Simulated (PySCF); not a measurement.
## Interval between two levels of Zr⁺ by level of theory

Zr⁺ [Kr] 4d2 5s1 [4F9/2, M_J = 9/2] → Zr⁺ [Kr] 4d1 5s2 [2D5/2, M_J = 5/2], as a difference of total energies. All numbers are calculated (PySCF 2.14, the two-component X2C-1e Hamiltonian, in x2c-TZVPall-2c (8s9p7d1f, 77 functions)). Correlated levels: [Ar] 3d10 frozen; the 6 highest virtual spinors dropped. "Screened" scales the spin-orbit matrix elements by Boettger's factors to mimic the two-electron term; Breit and QED terms are absent.

```tsv
method	interval between two levels (cm⁻¹)
GHF (spin-free)	18232
GMP2 (spin-free)	12077
GHF (screened spin-orbit)	18121
GMP2 (screened spin-orbit)	11956
```

The labels give the starting determinants; with spin-orbit coupling the two ends relaxed to ⟨J²⟩ = 24.76, ⟨L²⟩ = 12.02, ⟨S²⟩ = 3.76 and ⟨J²⟩ = 9.97, ⟨L²⟩ = 7.21, ⟨S²⟩ = 0.79.

The determinant of the upper state mixes levels of different J (the jj label is only the starting occupation), so the difference between spin-free and spin-orbit rows is not the physical spin-orbit shift.
